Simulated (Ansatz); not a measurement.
Na5. Charge 0, multiplicity 2. Geometry PBE/def2-SVP; atoms count from 1.

```xyz
5

Na   -2.421   -0.797   -0.111
Na    0.864    0.284   -0.825
Na    3.031    1.009    1.734
Na   -1.329   -0.497   -3.347
Na   -0.145    0.001    2.548
```

The structure comes from a short search, and lower isomers may exist.

(1) Estimate the Mulliken populations from the PBE0/def2-TZVP orbitals of Ansatz.

(2) Where does the spin sit?

(3) And the Mayer bond orders between bonded heavy atoms (over 0.3)?

Answers

(1) 
```tsv
atom	charge (e)	spin (α − β)
Na1	0.00	0.22
Na2	0.24	0.18
Na3	-0.12	0.19
Na4	-0.12	0.19
Na5	0.00	0.22
```
Mulliken values and Mayer orders depend strongly on the basis.

(2) Summed by element: Na 1.00, of 1 unpaired in all. Largest on single atoms: Na5 0.22, Na1 0.22, Na3 0.19.

(3) Na1–Na4 0.52 (3.43 Å); Na1–Na5 0.39 (3.59 Å); Na2–Na3 0.36 (3.43 Å); Na2–Na4 0.36 (3.43 Å); Na3–Na5 0.52 (3.43 Å).
